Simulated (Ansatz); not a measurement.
Pulling on the O2–H3 bond in HLiO (SMILES [Li][OH]) (multiplicity 1 held, fragments rigid). Energies count from the point at 0.951 Å.
Geometry at that point (charge 0, multiplicity 1):
```xyz
3

Li     0.000     0.000    -1.259
O      0.000     0.000     0.314
H      0.000     0.000     1.265
```

R- and RO- levels are restricted; in cc, def2 and unpolarised 6-31G sets they are followed outwards from rest. Unrestricted levels (U-) break spin symmetry where that is lower. Full CI gives the lowest state of the spin. Levels need not reach the same state.

Frozen-core correlation.

Codes used: Ansatz (Gaussian orbitals). Values without a source in brackets are computed.

Energies in eV.

```csv
R (Å),R-MP2/6-31G,U-MP2/6-31G,U-CCSD/6-31G,R-CCSDT/6-31G,R-CCSDT(Q)/6-31G,FCI/6-31G
0.761,1.82,1.82,1.81,1.82,1.82,1.82
0.856,0.39,0.39,0.39,0.40,0.40,0.40
0.951,0.00,0.00,0.00,0.00,0.00,0.00
1.046,0.14,0.14,0.14,0.13,0.13,0.13
1.142,0.56,0.56,0.55,0.53,0.53,0.53
1.284,1.38,1.38,1.34,1.31,1.30,1.30
1.427,2.25,2.78,2.15,2.10,2.09,2.09
1.665,3.58,4.22,3.32,3.23,3.20,3.21
1.903,4.65,4.74,4.15,4.01,3.98,3.99
2.188,5.57,4.96,4.69,4.56,4.51,4.53
2.569,6.28,5.03,4.90,4.86,4.80,4.83
3.044,6.47,4.99,4.86,4.96,4.89,4.90
```

Doubts at one or more of the structures used: a restricted determinant that unrestricted orbitals would lower (R-MP2/6-31G, R-CCSDT/6-31G, R-CCSDT(Q)/6-31G); a spin-contaminated determinant (U-MP2/6-31G, U-CCSD/6-31G); T1 above 0.05 (U-CCSD/6-31G, R-CCSDT/6-31G, R-CCSDT(Q)/6-31G); other coupled-cluster roots lie near (R-CCSDT/6-31G, R-CCSDT(Q)/6-31G).

Ansatz is a quantum-chemistry and plane-wave program.
